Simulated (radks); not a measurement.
Results of a calculation; reference values are marked as such.
Task: Mean orbital radii <r> (bohr) of the promethium ion Pm+, [Xe] 4f5 6s1, of relativity; Dirac values are averaged over j with weights 2j + 1. Spin-unpolarised spherical Kohn-Sham, PBEsol, point nucleus unless stated (finite: rms radius 4.962 fm), a radial shooting solver on a logarithmic mesh with Libxc functionals. A level marked "c x" has the speed of light scaled by that factor and shares open shells by 2j + 1; other Dirac levels either fill j = l - 1/2 first or share by 2j + 1.

| shell | non-rel. |
|---|---|
| 3s | 0.2761 |
| 3p | 0.2658 |
| 3d | 0.2371 |
| 4s | 0.6262 |
| 4p | 0.6432 |
| 4d | 0.6880 |
| 5s | 1.527 |
| 5p | 1.726 |
| 4f | 0.9809 |
| 6s | 4.164 |
| 5d (empty) | 2.756 |
| 6p (empty) | 5.082 |

Give the values at the level "Dirac, c x 10".

Result: 
shell       Dirac, c x 10  change of magnitude (%)
3s                 0.2760                    -0.05
3p                 0.2658                    -0.03
3d                 0.2371                    0.00
4s                 0.6259                    -0.05
4p                 0.6430                    -0.02
4d                 0.6880                    0.00
5s                  1.526                    -0.05
5p                  1.726                    -0.02
4f                 0.9815                    +0.06
6s                  4.162                    -0.05
5d (empty)          2.757                    +0.03
6p (empty)          5.081                    -0.01
